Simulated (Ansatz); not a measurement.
`[F][AlH][CH2][SiH3]` + CH₃NH₂ → `C[NH][AlH][F]` + `C[SiH3]` at 298.15 K and 1 bar (ligand exchange at the Al–C bond).

Gas-phase electronic energies from Ansatz, PBE0-D4/def2-TZVP geometries. CCSD(T)/CBS adds triple-zeta CCSD(T) − MP2 to the extrapolated MP2 energy (def2 sets, frozen cores). This one scheme is used for every species. One conformer a species, not always the lowest.

| species | CCSD(T)/CBS energy (Eh) | H − E (kJ/mol) | S (J/(mol·K)) |
| --- | --- | --- | --- |
| `[F][AlH][CH2][SiH3]` | -672.62924 | 179.9 | 353.4 |
| CH₃NH₂ | -95.75281 | 180.0 | 240.4 |
| `C[NH][AlH][F]` | -437.67416 | 185.9 | 317.1 |
| `C[SiH3]` | -330.73916 | 173.3 | 255.5 |

H − E and S are ideal-gas, rigid-rotor, harmonic terms from PBE0-D4/def2-TZVP, for one conformer and one mirror image of each species. 1 Eh = 2625.50 kJ/mol, R = 8.31446 J/(mol·K).

Task: By hand: ΔE, ΔH, ΔS and ΔG.

Result: ΔE = (-437.67416) + (-330.73916) − (-672.62924) − (-95.75281) = -0.03127 Eh = -82.1 kJ/mol. Δ(H − E) = 185.9 + 173.3 − 179.9 − 180.0 = -0.7, so ΔH = -82.8 kJ/mol. ΔS = 317.1 + 255.5 − 353.4 − 240.4 = -21.2 J/(mol·K). ΔG = -82.8 − 298.15 × (-21.2)/1000 = -76.5 kJ/mol.

Task: By hand: the equilibrium constant, and the temperature at which ΔG would vanish if ΔH and ΔS stayed fixed.

Result: log₁₀ K = −ΔG/(RT ln 10) = 13.4. ΔG = 0 at ΔH/ΔS = 3906 K, far beyond where these terms or the molecules hold.

ΔH outweighs TΔS. A doubt of 5 kJ/mol in ΔE shifts log₁₀ K by 0.9 here. Other conformers and mirror images would add mixing entropy, several J/(mol·K) or more a flexible species. Modes under 60 cm⁻¹, often nearly free rotors, make the harmonic entropy too high. These are equilibria of isolated gas molecules and say nothing of rates. Largest T1 diagnostic: 0.012 (customary marks: 0.02 for closed shells, 0.045 for open ones).
